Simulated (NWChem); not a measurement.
TiOCl, doublet; SMILES [O]=[Ti][Cl]

```xyz
3

Ti     0.3224     0.5956     0.0000
Cl    -0.1494    -1.6813     0.0000
O     -0.5691     1.9349     0.0000
```
Atoms are numbered in this order, from 1.

All runs: NWChem. Spin-unrestricted. In the optimisation the excess spin sits in a" (Cs, its own frame). Structure relaxed at the B3LYP/6-31G* (spherical d), spin-unrestricted level. This spin state was assumed; another may lie lower. No stability test was run on the SCF state. Vertical excitations in the gas phase; the lowest state need not have the same character in each row. Excited states of an open shell can be spin-contaminated.

For level PBE0/def2-SVP, TDA:

| Quantity | Result |
|---|---|
| lowest empty minus highest occupied level, either spin (eV) | 3.36 |

Problem. How do the values read with level LRC-wPBEh/def2-SVP, TDA instead?

Solution. The lowest empty minus highest occupied level, either spin (eV) comes out as 6.94.
